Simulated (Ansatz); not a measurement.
Mulliken charges of `FC(F)(F)O[Si](F)(F)F` from ωB97M-V/def2-TZVPP in Ansatz (PBE0-D4/def2-TZVP geometry).

```
atom   x (Å)   y (Å)   z (Å)  charge (e)
  F1   0.999  -1.728  -1.085      -0.148
  C2   0.779  -0.421  -1.036       0.553
  F3  -0.337  -0.165  -1.729      -0.165
  F4   1.787   0.196  -1.629      -0.144
  O5   0.673  -0.006   0.238      -0.284
 Si6  -0.648   0.416   1.086       0.959
  F7  -1.266   1.746   0.548      -0.255
  F8  -1.734  -0.706   1.037      -0.255
  F9  -0.164   0.623   2.554      -0.260
```

Question: By hand: the dipole of these point charges (1 e Å = 4.8032 D).

Answer: Σ q r = (0.076, -0.005, 0.013) e Å, of length 0.077 e Å = 0.37 D.

Question: How does the dipole of the full density compare? (Best estimate.)

Answer: The calculation gave: (-0.008, 0.023, 0.061) e Å, 0.32 D; the point charges give 1.16 times that, at 89° from its direction.

Point charges leave out the atoms' own dipoles, such as those of lone pairs, and Mulliken's split depends on the basis, so the two needn't agree.
